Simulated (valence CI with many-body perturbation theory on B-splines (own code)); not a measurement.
Run record, Mo²⁶⁺

Computed by configuration interaction combined with many-body perturbation theory (CI+MBPT): six valence electrons over a frozen Dirac-Fock core [Ne], radial functions for each j: 9 s, 9 p, 8 d, 6 f, 3 g, 1 h, with the one-electron correlation potential Σ1 (screened to all orders), the two-electron term Σ2, the three-electron term Σ3, Breit, model QED; selected single and double excitations, second order for the rest, scaled by the run's own slope (own B-spline code, finite nucleus).

Command, and the settings that its task file holds:

```sh
python run_cv.py task.json out
```

```
atom Mo  Z=42  mass_number=98  rms_radius_fm=4.4091
core [Ne]
valence 3s2 3p4
avg = 1
basis = M
breit = 1
cap = 60000
capref = 1200
cscale = 1
de = 0.0
dress = 0
eps = 2e-08
extrap = 1
h = 0.27
hh = 1
l2 = 3
lcore = 6
maxit = 60
n2 = 5
natural = 1
nlev = 35
nno = [5, 5, 5, 4, 2, 1]
nroot = 26
nsp = [4, 4, 3, 2, 1, 0]
pt2 = 1
qed = 1
rpa = 1
s1 = 1
s2 = 1
s3 = 1
screen = 1
tol = 2e-05
whole = 1
```

It took 9.2 min on 1 thread of Intel(R) Xeon(R) Processor @ 2.30GHz (shared host).

Log. The first blocks belong to the next ion, which gives the ionisation energy. Fields: 2J, parity (1 odd), roots, reference size, generating configurations, candidates as configurations/state functions, variational space P, stored matrix elements, Davidson steps; e2 is the range of second-order energies in hartree. The first line gives the box (bohr), its intervals, the orbitals and the steps of their self-consistent field. Window is the range of levels sought, series limit the energy at which the first omitted orbital would enter, core excitation an estimate of the first excitation out of the core, left out the lowest levels not solved, and shifts from estimates the range by which levels moved from their first estimate, all in cm⁻¹.

```
rmax 4.2 intervals 59 orbitals 63 references ['3s2 3p4', '3s 3p5', '3s2 3p3 3d', '3p6', '3s 3p4 3d'] scf 5 t 0.9
2J=3 par=1 roots 2 ref 34 generators 12 cand 1589/5885 P 1605/5919 nnz 4.2e+06 it 6
2J=3 par=1 roots 2 ref 34 generators 26 cand 4559/24056 P 6164/29975 nnz 6.5e+07 it 6
   second order: generators 30 cand 44707/520575 e2 -0.00036 -0.00033
reference levels 619, estimated 69, window 1277499 1/cm; series limit 8842847, core excitation 18838989
2J=4 par=0 roots 3 ref 47 generators 19 cand 1611/9231 P 2098/11759 nnz 1.3e+07 it 7
2J=4 par=0 roots 3 ref 47 generators 30 cand 4492/41710 P 6590/53469 nnz 1.7e+08 it 10
   second order: generators 41 cand 67065/1875141 e2 -0.01057 -0.00098
2J=0 par=0 roots 3 ref 19 generators 20 cand 3942/9505 P 5189/11968 nnz 8.6e+06 it 5
2J=0 par=0 roots 3 ref 19 generators 30 cand 10902/47014 P 16091/58982 nnz 1.3e+08 it 10
   second order: generators 44 cand 54997/436131 e2 -0.00059 -0.00011
2J=2 par=0 roots 2 ref 32 generators 16 cand 1764/9076 P 2251/11591 nnz 1.2e+07 it 7
2J=2 par=0 roots 2 ref 32 generators 25 cand 5654/43926 P 7905/55517 nnz 1.6e+08 it 10
   second order: generators 33 cand 59586/1219558 e2 -0.00659 -0.00079
2J=4 par=1 roots 10 ref 106 generators 26 cand 1482/9337 P 1911/11939 nnz 1.2e+07 it 8
2J=4 par=1 roots 10 ref 106 generators 35 cand 4677/44305 P 6588/56244 nnz 1.7e+08 it 10
   second order: generators 58 cand 96201/3578621 e2 -0.00682 -0.00492
2J=2 par=1 roots 10 ref 84 generators 23 cand 1794/9441 P 2360/11917 nnz 1e+07 it 8
2J=2 par=1 roots 10 ref 84 generators 31 cand 6316/47612 P 8676/59529 nnz 1.8e+08 it 9
   second order: generators 57 cand 80255/1822503 e2 -0.00398 -0.00225
2J=0 par=1 roots 5 ref 32 generators 16 cand 3470/9470 P 4716/11975 nnz 8.2e+06 it 8
2J=0 par=1 roots 5 ref 32 generators 25 cand 11804/47942 P 16520/59917 nnz 1.4e+08 it 10
   second order: generators 46 cand 73263/666358 e2 -0.00048 -0.00019
2J=6 par=1 roots 8 ref 98 generators 23 cand 1452/9782 P 1849/11991 nnz 1.3e+07 it 8
2J=6 par=1 roots 8 ref 98 generators 32 cand 3800/41756 P 5649/53747 nnz 1.8e+08 it 9
   second order: generators 55 cand 92964/3789235 e2 -0.00706 -0.00619
2J=8 par=1 roots 5 ref 69 generators 15 cand 1633/9408 P 2065/11893 nnz 1.3e+07 it 6
2J=8 par=1 roots 5 ref 69 generators 27 cand 3989/42972 P 6054/54865 nnz 1.9e+08 it 9
   second order: generators 44 cand 84919/3431730 e2 -0.00557 -0.00498
2J=10 par=1 roots 1 ref 38 generators 6 cand 1829/9645 P 2577/12386 nnz 1.3e+07 it 5
2J=10 par=1 roots 1 ref 38 generators 14 cand 4166/43714 P 6743/56100 nnz 2e+08 it 6
   second order: generators 23 cand 59604/2014498 e2 -0.00327 -0.00327
left out: unestimated 1844298, estimated 1454437, shifts from estimates -79 to 295
operators 0.8
```

The Davidson iterations converged.

The last digits are not significant, and no measured levels were compared; by estimate large intervals hold to a few tenths of a per cent, small ones and those within an open d or f shell to about a per cent. Among the levels kept, up to 1600 cm⁻¹ of a level comes from second order outside the variational space, and about a tenth of that is noise between levels of different J, which matters for small intervals.

| Quantity | Value |
| --- | --- |
| Valence energy | -348.8848 hartree |
| Ionisation energy | 1387.5 eV (NIST: 1385.1 ± 1.9 eV (semi-empirical)) |
| Reference configurations for the orbitals | 3s2 3p4, 3s 3p5, 3s2 3p3 3d, 3p6, 3s 3p4 3d |
| Radial orbitals | 63 |
| Box radius | 4.245 bohr |
| Largest variational space | 59917 |
| Lowest levels | (3s^2 3p1/2^2 3p3/2^2) J=2 0.00, (3s^2 3p1/2^2 3p3/2^2) J=0 8.29, (3s^2 3p1/2 3p3/2^3) J=1 21.75, (3s^2 3p1/2 3p3/2^3) J=2 27.05, (3s^2 3p3/2^4) J=0 52.94, (3s 3p1/2^2 3p3/2^3) J=2 95.16, (3s 3p1/2^2 3p3/2^3) J=1 102.08, (3s^2 3p1/2^2 3p3/2 3d3/2) J=2 109.78, (3s^2 3p1/2^2 3p3/2 3d3/2) J=0 110.44, (3s^2 3p1/2^2 3p3/2 3d3/2) J=3 111.09, (3s^2 3p1/2^2 3p3/2 3d3/2) J=1 114.81, (3s^2 3p1/2^2 3p3/2 3d5/2) J=4 115.28, (3s 3p1/2 3p3/2^4) J=0 118.64, (3s^2 3p1/2^2 3p3/2 3d5/2) J=2 119.19 eV |

Levels are named by their leading jj configuration (3d3/2^4 stands for four electrons in 3d with j = 3/2), which in mixed levels can hold well under half, so a name can repeat and another be missing.
